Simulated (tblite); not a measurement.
Species: C5H8BBrN2.
Numbering: `[CH3:1][C:2]#[N+:3][B@-:4]([CH3:5])([Br:6])[CH2:7][C:8]#[N:9]` (hydrogens: H10, H11, H12 on C1; H13, H14, H15 on C5; H16, H17 on C7)
Bond orders are those of one Lewis drawing.

Computed with GFN2-xTB (tblite), gas phase: L-BFGS steps from a force-field or distance-geometry start until the largest atomic force falls under 0.01 eV/Å.

Step 13: E = -705.3258 eV
```
atom  x, y, z in Å  |  force x, y, z in eV/Å
C1      3.0435    0.4879    0.3508   -0.076   0.008  -0.024
C2      1.6905    0.2003    0.0358   -0.090  -0.025   0.002
N3      0.5919   -0.0375   -0.2031   -0.080  -0.065   0.090
B4     -0.8258   -0.3883   -0.4949    0.108   0.083  -0.087
C5     -1.1112   -1.9069   -0.0104    0.007   0.008   0.004
Br6    -0.9456   -0.2081   -2.5155    0.026  -0.018   0.039
C7     -1.7885    0.7046    0.2739    0.017   0.036  -0.001
C8     -1.4895    2.0641   -0.0718   -0.064  -0.105   0.027
N9     -1.2187    3.1404   -0.3537    0.070  -0.002   0.022
H10     3.6638    0.3274   -0.5283    0.058   0.004  -0.072
H11     3.3790   -0.1644    1.1559    0.015  -0.032   0.030
H12     3.1235    1.5262    0.6680    0.028   0.074   0.003
H13    -0.9712   -2.0277    1.0630   -0.011  -0.006   0.007
H14    -0.4785   -2.6402   -0.5094   -0.017   0.053  -0.011
H15    -2.1447   -2.1600   -0.2384    0.014  -0.088   0.023
H16    -1.6975    0.5999    1.3607   -0.003   0.003  -0.043
H17    -2.8279    0.4944    0.0074   -0.003   0.071  -0.009
```

Step 14: E = -705.3285 eV
```
atom  x, y, z in Å  |  force x, y, z in eV/Å
C1      3.0383    0.4889    0.3468   -0.006   0.007  -0.015
C2      1.6859    0.2018    0.0339   -0.083  -0.032   0.017
N3      0.5863   -0.0421   -0.1925   -0.045  -0.044   0.068
B4     -0.8271   -0.3901   -0.4917    0.066   0.064  -0.130
C5     -1.1121   -1.9087   -0.0108    0.001   0.014   0.018
Br6    -0.9332   -0.2061   -2.5126    0.021  -0.020   0.016
C7     -1.7879    0.7044    0.2702   -0.038   0.040   0.016
C8     -1.4828    2.0622   -0.0743   -0.085  -0.058   0.040
N9     -1.2137    3.1413   -0.3475    0.081  -0.014   0.009
H10     3.6616    0.3273   -0.5312    0.028   0.012  -0.050
H11     3.3724   -0.1645    1.1524    0.016  -0.025   0.022
H12     3.1204    1.5267    0.6659    0.025   0.068  -0.006
H13    -0.9675   -2.0265    1.0616   -0.023  -0.021   0.033
H14    -0.4739   -2.6365   -0.5091   -0.019   0.023  -0.029
H15    -2.1450   -2.1678   -0.2363    0.032  -0.080   0.020
H16    -1.6980    0.6008    1.3561    0.008   0.003   0.005
H17    -2.8307    0.5009    0.0092    0.021   0.065  -0.033
```

Step 15: E = -705.3306 eV
```
atom  x, y, z in Å  |  force x, y, z in eV/Å
C1      3.0334    0.4898    0.3432    0.047   0.008  -0.003
C2      1.6809    0.2026    0.0325   -0.030  -0.024   0.034
N3      0.5806   -0.0463   -0.1834   -0.001  -0.021   0.048
B4     -0.8270   -0.3904   -0.4914   -0.017   0.020  -0.117
C5     -1.1124   -1.9098   -0.0108   -0.006   0.015   0.022
Br6    -0.9213   -0.2044   -2.5104    0.015  -0.021  -0.013
C7     -1.7878    0.7049    0.2677   -0.067   0.023   0.022
C8     -1.4791    2.0608   -0.0753   -0.071   0.009   0.039
N9     -1.2079    3.1410   -0.3420    0.082  -0.023   0.000
H10     3.6596    0.3275   -0.5345   -0.011   0.019  -0.017
H11     3.3667   -0.1650    1.1495    0.012  -0.005   0.000
H12     3.1178    1.5280    0.6638    0.018   0.037  -0.020
H13    -0.9650   -2.0267    1.0612   -0.026  -0.020   0.042
H14    -0.4708   -2.6339   -0.5088   -0.010   0.005  -0.039
H15    -2.1440   -2.1760   -0.2340    0.035  -0.062   0.014
H16    -1.6985    0.6022    1.3527    0.015  -0.005   0.041
H17    -2.8323    0.5077    0.0100    0.015   0.044  -0.053
```

Problem. Estimate the geometry and energy of step 16. (The exact step hangs on the optimiser's Hessian estimate; all steps are aligned on step 15, rigid shifts and turns removed.)

Solution. E = -705.3320 eV, largest force 0.102 eV/Å
```
atom  x, y, z in Å  |  force x, y, z in eV/Å
C1      3.0305    0.4905    0.3408    0.062   0.010   0.008
C2      1.6773    0.2027    0.0323    0.025  -0.010   0.045
N3      0.5766   -0.0492   -0.1769    0.026  -0.002   0.031
B4     -0.8273   -0.3901   -0.4935   -0.080  -0.016  -0.062
C5     -1.1122   -1.9103   -0.0103   -0.008   0.008   0.016
Br6    -0.9124   -0.2035   -2.5094    0.008  -0.021  -0.034
C7     -1.7886    0.7058    0.2666   -0.062   0.004   0.019
C8     -1.4784    2.0603   -0.0750   -0.040   0.059   0.033
N9     -1.2023    3.1402   -0.3383    0.075  -0.025  -0.004
H10     3.6579    0.3279   -0.5371   -0.036   0.022   0.005
H11     3.3629   -0.1655    1.1476    0.012   0.013  -0.017
H12     3.1162    1.5294    0.6619    0.011   0.006  -0.030
H13    -0.9639   -2.0277    1.0618   -0.022  -0.009   0.032
H14    -0.4692   -2.6326   -0.5091   -0.001   0.001  -0.037
H15    -2.1423   -2.1827   -0.2321    0.025  -0.044   0.008
H16    -1.6986    0.6034    1.3513    0.015  -0.015   0.048
H17    -2.8332    0.5133    0.0094   -0.010   0.020  -0.059
```

The energy changes by -0.0014 eV. The first-order estimate −F·Δx gives -0.0020 eV and the mean of the old and new forces, exact on a quadratic surface, -0.0015 eV. The step makes an angle of 65° with the force vector and moves no atom by more than 0.009 Å.

The cost below is that of the whole relaxation. On an Arm Neoverse N1 with one thread, shared host, this took 1.7 s of wall time.
